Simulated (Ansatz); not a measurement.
Consider the redistribution: `[Br][SnH3]` + `O[SiH](O)/C=C/[SiH3]` → `[OH][SnH2][Br]` + `O[SiH2]/C=C/[SiH3]`.

Calculated with Ansatz (gas phase, PBE0-D4/def2-TZVP geometries, no zero-point term in ΔE). CBS: MP2 limit from def2 TZ/QZ plus the TZ coupled-cluster correction, frozen cores. Double bonds are as drawn, so ΔE can hold a change between cis and trans. DFT in def2-TZVPP. Elements past krypton have def2 core potentials. For Br, Sn outer-core shells are correlated without core-valence functions, which leaves a few kJ/mol of doubt a bond. Scalar relativity is left out up to krypton. One conformer a species, not always the lowest.

(1) Is it downhill or uphill in electronic energy at CCSD(T)/CBS, and by how much? (Best estimate.)

(2) What do these levels give: ωB97X-V, ωB97M-V, HF/def2-TZVPP, CCSD(T)/def2-TZVPP, MP2/def2-QZVPP, CCSD/CBS(def2)? (Best estimate.)

Largest T1 diagnostic among the species: 0.012.

Answers

(1) Ansatz gave: Uphill: ΔE = +0.89 eV.

(2) The calculation gave: ωB97X-V 0.93, ωB97M-V 0.97, HF/def2-TZVPP 1.02, CCSD(T)/def2-TZVPP 0.95, MP2/def2-QZVPP 0.90, CCSD/CBS(def2) 0.92 eV.

In def2-TZVPP, CCSD(T) changes the Hartree–Fock value by −0.07 eV (the triples alone add −0.03 eV) and MP2 by −0.08 eV. From PBE to PBE0 (25 % exact exchange), in def2-TZVPP and without D4, ΔE moves by +0.09 eV.
